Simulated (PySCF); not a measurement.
Species: C5H13AlS.
SMILES with atom numbers: `[CH2:1]=[CH:2][CH2:3][AlH2-:4][S+:5]([CH3:6])[CH3:7]` (hydrogens: H8, H9 on C1; H10 on C2; H11, H12 on C3; H13, H14 on Al4; H15, H16, H17 on C6; H18, H19, H20 on C7)

Method: TDDFT CAM-B3LYP/def2-SVPD, vertical, gas phase, core orbitals frozen in the response in PySCF 2.14.0, density-fitted response routines. One conformer (not necessarily the lowest) at the PBE0-D3(BJ)/def2-SVP geometry, without solvent, vibrations or thermal averaging. Torsions of this conformer, `[CH2:1]=[CH:2][CH2:3][AlH2-:4][S+:5]([CH3:6])[CH3:7]`: C1–C2–C3–Al4 -111°, C2–C3–Al4–S5 30°, C3–Al4–S5–C6 68°.

```tsv
state	E (eV)	ν̃ (cm⁻¹)	f	main configurations (H = HOMO, L = LUMO)
S1	5.87	47340	0.061	H→L+1 (76%), H→L+4 (9%)
S2	6.03	48620	0.027	H→L (52%), H→L+2 (17%), H→L+5 (10%)
S3	6.14	49560	0.135	H→L+3 (55%), H→L+2 (24%)
S4	6.44	51920	0.034	H→L+4 (45%), H→L+2 (12%), H→L+5 (9%)
S5	6.60	53190	0.025	H→L+3 (15%), H→L+4 (15%), H-2→L+1 (14%)
S6	6.69	53940	0.0013	H-2→L+1 (29%), H→L+2 (18%), H→L+3 (10%)
S7	6.78	54710	0.0003	H-1→L (46%), H-1→L+1 (17%), H-1→L+4 (11%)
S8	6.91	55750	0.060	H→L+5 (38%), H→L+6 (28%), H→L+8 (16%)
S9	7.06	56940	0.041	H→L+7 (26%), H→L+6 (23%), H→L+5 (18%)
S10	7.25	58440	0.061	H-2→L (58%), H-2→L+1 (12%)
```

Triplets, Tamm–Dancoff:

```csv
state,E (eV),λ (nm),"main configurations (H = HOMO, L = LUMO)"
T1,4.07,304.7,"H→L+4 (22%), H→L+5 (20%), H→L+3 (18%)"
T2,5.78,214.6,"H→L+1 (37%), H→L (32%), H→L+2 (11%)"
T3,5.89,210.3,"H→L+3 (29%), H→L+1 (24%), H→L (16%)"
T4,6.11,202.9,"H-2→L+1 (37%), H-2→L (12%)"
```

The lowest singlet comes at 211 nm (566 kJ/mol) in the ultraviolet; it is of moderate strength; its leading configuration is HOMO→LUMO+1 (76%). The most intense listed level is S3 at 6.14 eV (202 nm, f = 0.135), 0.27 eV above S1. Löwdin shares by element: HOMO carbon 71% or more, aluminium 10% (atoms not listed hold the other 19%); LUMO sulfur 39%, carbon 12% or more, hydrogen 9% or more, aluminium 9% (atoms not listed hold the other 31%). The oscillator strengths of these states sum to 0.445; summed over the whole spectrum of an exact calculation they would give the number of electrons, 72 (Thomas–Reiche–Kuhn). Weighted by f, the mean energy of these states is 6.49 eV. The listed states span 1.38 eV, and the widest gap between neighbours is 0.29 eV (S3 to S4). The vertical ionisation energy (ΔSCF) is 8.21 eV, 0.97 eV above S10. Singlets were solved by full linear response, triplets in the Tamm–Dancoff approximation.
